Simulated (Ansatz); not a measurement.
The same path of AsBFH₅Si (9 atoms, charge 0, multiplicity 1) was run twice with different band settings. Made: B1–As4, B1–H7.

These are results of Ansatz 0.2.0, RKS BHLYP/def2-SVP, not measurements.

Relaxed end points:

```xyz
9
Properties=species:S:1:pos:R:3
B -0.733 1.065 0.745
Si 0.817 0.443 -0.324
F 2.235 0.591 0.455
As 0.421 -1.889 -0.623
H -1.779 1.276 0.200
H -0.691 1.106 1.941
H 0.996 1.042 -1.664
H -0.838 -1.631 -1.429
H -0.340 -2.049 0.680
```

```xyz
9
Properties=species:S:1:pos:R:3
B -0.699 0.761 0.307
Si 1.533 0.470 -0.992
F 2.404 0.267 0.378
As -0.186 -1.133 -0.278
H -1.636 1.182 -0.314
H -0.621 0.910 1.493
H 0.312 1.432 -0.194
H -1.105 -1.821 -1.222
H 0.085 -2.114 0.805
```

Common settings: movable images 5; climbing image yes; spring 5.0 eV/Å²; optimiser quadratic models (default); force threshold 0.05 eV/Å; iteration limit 60; end points relaxed.

| run | start path |
| --- | --- |
| 1 | through a guess of the saddle point |
| 2 | straight line |

(1) What does each run give, and how far can it be trusted?

## Answers

(1) Run 1: converged after 26 iterations, highest image 1.643 eV above the first end. A vibrational analysis at the climbing image gives one clearly imaginary mode, 581i cm⁻¹: a first-order saddle point.
Run 2: converged after 22 iterations, highest image 1.642 eV above the first end. Another band between the same ends (5 images) ends at a top of the same energy, where a vibrational analysis finds 1 clearly imaginary mode.
